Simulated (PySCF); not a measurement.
**Assigning NMR signals**

Mapped SMILES: `[CH3:1][CH2:2][c:3]1[cH:4][cH:5][c:6]([F:7])[cH:8][c:9]1[CH3:10]`; H(Xn) means a hydrogen on atom n.

A single conformation, equivalent nuclei averaged, relativity neglected, in vacuum. NMR shieldings at PBE0/pcSseg-1/GIAO; GFN2-xTB structure; PySCF 2.14.0 with density-fitted response routines.

Shifts are taken against calculated references (same method and geometry level): $^{13}$C (σ = 186.93 ppm), $^{1}$H (σ = 31.72 ppm) vs TMS.

Question: Assign these signals to the numbered atoms. $^{13}$C{$^{1}$H} NMR (computed): δ 171.3, 143.8, 142.4, 135.8, 122.7, 119.1, 30.7, 22.4, 19.2.

Answer: 
```tsv
δ (ppm)	atoms	environment	reason
171.3	C6	aromatic carbon bearing fluorine	the electronegative substituent deshields the carbon that carries it
143.8	C3	substituted aromatic carbon	–
142.4	C9	substituted aromatic carbon	–
135.8	C4	aromatic CH	the aromatic region
122.7	C8	aromatic CH	–
119.1	C5	aromatic CH	–
30.7	C2	sp3 CH2 on an aromatic ring	aliphatic region, no heteroatom directly attached
22.4	C10	methyl carbon on an aromatic ring	a saturated carbon with 1 carbon neighbour and no heteroatom attached
19.2	C1	methyl carbon	a saturated carbon with 1 carbon neighbour and no heteroatom attached
```

C3 and C9 lie closer than the usual error of such a calculation, so a measured spectrum could show them in the other order.

Question: Assign these signals to the numbered atoms. $^{1}$H NMR (600 MHz, computed): δ 7.37 (m, 1H), 7.15 (m, 1H), 7.15 (m, 1H), 2.62 (q, 2H), 2.44 (s, 3H), 1.13 (t, 3H).

Answer: 
7.37 → H(C4), hydrogen on an aromatic CH: aromatic region
7.15 → H(C5), hydrogen on an aromatic CH
7.15 → H(C8), hydrogen on an aromatic CH
2.62 → H(C2), hydrogen on an sp3 CH2 on an aromatic ring: benzylic-type position, deshielded by the ring
2.44 → H(C10), hydrogen on a methyl carbon on an aromatic ring: benzylic-type position, deshielded by the ring
1.13 → H(C1), hydrogen on a methyl carbon

H(C5) and H(C8) lie closer than the usual error of such a calculation, so a measured spectrum could show them in the other order.

Splittings by $^{19}$F in the carbon and heteronuclear signals aren't shown, as no couplings were computed. Shifts are as computed. Against solution values, carbons near 30 ppm lie about +3 ppm off and those near 130 ppm about +5 ppm. Of 1211 compounds with measured shifts, 218 miss one by over three times the rms of a fit or turn the order of signals round; such compounds aren't used in these exercises. No couplings were computed; multiplicities are counted from neighbouring protons, with m where these are inequivalent, close in shift, in a saturated or five-membered ring or joined by F or P, and br s for small geminal =CH2 splittings.
